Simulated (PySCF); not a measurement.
Cost of excited-state runs on 4-bromothiophenol, C6H5BrS

Geometry (Å), atoms numbered from 1 in this order:
```xyz
13

S    -3.4389   -0.5338   -0.4922
C    -1.6940   -0.3405   -0.3180
C    -1.0800    0.8872   -0.0441
C     0.3033    0.9746    0.0819
C     1.0856   -0.1688   -0.0658
Br    2.9602   -0.0524    0.1044
C     0.4893   -1.3989   -0.3389
C    -0.8931   -1.4809   -0.4636
H    -3.7616    0.7581   -0.2792
H    -1.6827    1.7908    0.0739
H     0.7734    1.9361    0.2956
H     1.1047   -2.2928   -0.4541
H    -1.3547   -2.4479   -0.6777
```

PySCF with density fitting, on 1 thread of an Arm Neoverse V1, shared host. Command: `OMP_NUM_THREADS=1 python excited_run.py task.json out`

Problem. How long does each of these runs take, and how much memory?
- first hyperpolarisability, CAM-B3LYP/aug-cc-pVDZ; usual settings
- excited states, CAM-B3LYP/def2-TZVP; Tamm-Dancoff; spin-orbit couplings; 6 states; 5 triplets; quadratic response for 4 states
- excited states, CAM-B3LYP/aug-cc-pVDZ; two-photon moments; 8 states; quadratic response for 6 states; 0 triplets

Solution. 
```
                      run                  level  basis functions  wall time  peak memory (GiB)
first hyperpolarisability  CAM-B3LYP/aug-cc-pVDZ              246       66 s                1.2
           excited states    CAM-B3LYP/def2-TZVP              301       97 s                1.3
           excited states  CAM-B3LYP/aug-cc-pVDZ              246       91 s                1.2
```
Times from a shared host are rough.
